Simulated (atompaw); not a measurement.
**An all-electron radial function and its pseudo partner (sulfur)**

Columns: radius, all-electron u(r) and pseudo u(r) of the 3s shell (level -17.19 eV) of sulfur in the configuration [Ne] 3s2 3p4; PBEsol, scalar-relativistic, PAW (atompaw) scheme, atompaw 4.2.0.5.

```csv
r (bohr),all-electron,pseudo
0.054,0.2172,0.0268
0.108,0.0790,0.0542
0.162,-0.1229,0.0827
0.215,-0.2825,0.1122
0.269,-0.3782,0.1441
0.323,-0.4080,0.1780
0.377,-0.3843,0.2140
0.431,-0.3214,0.2519
0.485,-0.2324,0.2917
0.538,-0.1301,0.3325
0.592,-0.0187,0.3755
0.646,0.0937,0.4197
0.700,0.2027,0.4648
0.754,0.3051,0.5101
0.808,0.3993,0.5549
0.862,0.4841,0.5984
0.915,0.5577,0.6390
0.969,0.6230,0.6773
1.023,0.6787,0.7121
1.077,0.7251,0.7431
1.131,0.7626,0.7705
1.185,0.7919,0.7943
1.238,0.8133,0.8136
1.292,0.8284,0.8284
1.346,0.8373,0.8373
1.400,0.8408,0.8408
```

**Question.** How many radial nodes do the two functions have?

**Answer.** The all-electron 3s function has n − l − 1 = 2; the pseudo-wave has 0, since the states of the same l below it are removed with the core.

**Question.** Is the pseudo-wave norm-conserving?

**Answer.** No, it belongs to a PAW set: the norm inside the radius is not constrained, and the difference is carried by the augmentation charge.
